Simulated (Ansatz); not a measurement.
FGaH7NSi2, SMILES `[F][GaH][N]([SiH3])[SiH3]` at its PBE0-D4/def2-TZVP geometry, where that method's forces vanish. Total charge 0; spin multiplicity 1.

```
atom   x (Å)   y (Å)   z (Å)
  F1   0.717   0.804  -2.811
 Ga2   1.432   0.247  -1.305
  N3   0.117   0.004  -0.056
 Si4   0.506  -0.544   1.541
 Si5  -1.543   0.329  -0.479
  H6   2.955   0.040  -1.204
  H7   1.981  -0.738   1.609
  H8  -0.164  -1.834   1.855
  H9   0.104   0.448   2.574
 H10  -1.741   1.748  -0.865
 H11  -2.361   0.039   0.732
 H12  -2.004  -0.542  -1.590
```

Task: For each bond, give half the difference of the two atoms' forces along it (eV/Å; positive pushes the atoms apart) under PBE-D4, r2SCAN-D4, B3LYP-D4, ωB97M-V in def2-TZVPP. (Best estimate.)

Result: Computed: 
```tsv
bond	length (Å)	PBE-D4	r2SCAN-D4	B3LYP-D4	ωB97M-V
F1–Ga2	1.758	0.46	0.02	0.25	0.12
Ga2–N3	1.830	0.06	0.04	0.14	0.07
Ga2–H6	1.541	-0.17	-0.15	-0.18	-0.19
N3–Si4	1.733	0.12	0.05	0.08	0.10
N3–Si5	1.743	0.10	0.04	0.09	0.11
Si4–H7	1.489	0.03	-0.05	-0.11	-0.11
Si4–H8	1.487	0.04	-0.02	-0.08	-0.13
Si4–H9	1.487	0.04	-0.02	-0.09	-0.13
Si5–H10	1.485	0.04	-0.03	-0.10	-0.13
Si5–H11	1.490	0.05	-0.02	-0.09	-0.10
Si5–H12	1.485	0.03	-0.03	-0.10	-0.13
```

B3LYP here is the variant with VWN-RPA as its local correlation; programs differ in this.
